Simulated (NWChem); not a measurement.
Species: MgSi2H6; SMILES [SiH3][Mg][SiH3]

Question: Give the equilibrium geometry at PBE-D3(BJ)/def2-SVP (NWChem) as a list of bonds and angles, with the point group.

Answer: point group D3; any orientation.
Bonded distances (Å): Mg1–Si2 2.593, Mg1–Si6 2.593, Si2–H3 1.513, Si2–H4 1.513, Si2–H5 1.513, Si6–H7 1.513, Si6–H8 1.513, Si6–H9 1.513. Bond angles (°): Si2–Mg1–Si6 180.0, Mg1–Si2–H3 113.0, Mg1–Si2–H4 113.0, Mg1–Si2–H5 113.0, H3–Si2–H4 105.7, H3–Si2–H5 105.7, H4–Si2–H5 105.7, Mg1–Si6–H7 113.0, Mg1–Si6–H8 113.0, Mg1–Si6–H9 113.0, H7–Si6–H8 105.7, H7–Si6–H9 105.7, H8–Si6–H9 105.7.
